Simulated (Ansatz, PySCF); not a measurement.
Species: AsH5, net charge 0, singlet state. 
Structure (B3LYP-D3(BJ)/def2-TZVP (Ansatz, a quantum-chemistry and plane-wave program) minimum search):
```xyz
6

As     0.0000     0.0000     0.0000
H      0.0069    -0.0006     1.6054
H     -0.0069     0.0006    -1.6054
H      1.5317     0.0008    -0.0066
H     -0.7666     1.3261     0.0038
H     -0.7651    -1.3269     0.0028
```

Property: vertical ionisation energy (to the doublet state of charge +1; each state is the SCF solution reached for its spin; the molecule has degenerate orbitals, so one determinant may break the symmetry), in eV. Valence correlation only, unless marked. Open shells are spin-unrestricted. No spin-orbit coupling. Frozen are the shells of the preceding noble gas and the d and f shells that filled before the atom's block. No relativistic terms. Basis-set limits of correlation are two-point, X^-3; Hartree-Fock from the larger set. The bracket is a focal-point correction in the basis named.

| level | program | vertical ionisation energy (eV) | minus last row |
|---|---|---|---|
| HF/def2-SVPD | Ansatz | 7.76 | -0.85 |
| M06-2X/def2-TZVPD | PySCF | 8.45 | -0.16 |
| CAM-B3LYP/def2-TZVPD | Ansatz | 8.41 | -0.20 |
| wB97X-V/def2-TZVPD | Ansatz | 8.46 | -0.15 |
| CCSD/aug-cc-pVTZ | Ansatz | 8.55 | -0.06 |
| CCSD(T)/aug-cc-pVDZ | Ansatz | 8.41 | -0.20 |
| RI-MP2/CBS(aug-cc-pVTZ,aug-cc-pVQZ)+[CCSD(T)-MP2]/aug-cc-pVTZ | Ansatz | 8.61 | 0.00 |

For comparison, minus the highest occupied orbital energy (PySCF): 6.69 eV at MN15/def2-TZVPD, 6.16 eV at PW6B95/def2-TZVPD, 5.20 eV at TPSS/def2-TZVPD.
